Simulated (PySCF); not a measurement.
# [Dy(H2O)4]2+ at several levels of theory

Computed with PySCF 2.14.0 (density fitting, no spin-orbit coupling) at the geometry relaxed with PBE0:

```xyz
13
[Dy(H2O)4]2+ (singlet in the valence; each metal's 4f electrons, 10 of them, lie in its core potential, out of spins and levels)
Dy    0.0000    0.0000    0.0000
O     1.4802    1.3650    1.4293
H     1.3959    1.5382    2.3814
H     2.2848    1.8462    1.1750
O    -1.4802   -1.4293    1.3650
H    -2.2847   -1.1750    1.8462
H    -1.3959   -2.3814    1.5382
O     1.4802   -1.3650   -1.4293
H     2.2848   -1.8462   -1.1750
H     1.3959   -1.5382   -2.3814
O    -1.4802    1.4293   -1.3650
H    -1.3959    2.3814   -1.5382
H    -2.2847    1.1750   -1.8462
```

```
level                                                 basis    state  HOMO (eV)  gap (eV)  charge on Dy1 (e)  population of f-type functions on Dy1 (polarisation alone where 4f lies in the core)  dipole about the centre of mass (D)  largest force component (eV/Å)
 PBE0     Dy lcecp-0-SVP with ECP56, O def2-SVP, H def2-SVP  singlet          –         –               1.24                                                                                  0.02                                 0.00                            0.01
wB97X                                              the same  singlet          –         –               1.25                                                                                  0.02                                 0.00                            0.02
 PBE0  Dy lcecp-0-TZVP with ECP56, O def2-TZVP, H def2-TZVP  singlet          –         –               1.62                                                                                  0.02                                 0.00                            0.21
```

In the lcecp rows the 4f levels are missing from HOMO and gap, and the state counts the valence alone.

Charges are Mulliken's, which hang on the basis. The relaxation used the grid (50, 194), these runs (75, 302) or, all-electron (x2c bases, spin-free X2C Hamiltonian), (99, 590).

Problem. What does revPBE with Dy lcecp-0-SVP with ECP56, O def2-SVP, H def2-SVP give here?

Solution. state singlet, charge on Dy1 (e) 1.14, population of f-type functions on Dy1 (polarisation alone where 4f lies in the core) 0.02, dipole about the centre of mass (D) 0.00, largest force component (eV/Å) 0.50. Time: 7.4 s on 2 threads of Arm Neoverse V2, on a shared host, from an already converged density.

No frequency check is given that shows the relaxed geometry to be a minimum, and it was reached by following one of several unstable modes of a saddle point. An lcecp potential fixes the number of 4f electrons, so in runs with it no electron can move into or out of that shell; real Dy(II) is rare or takes another configuration.
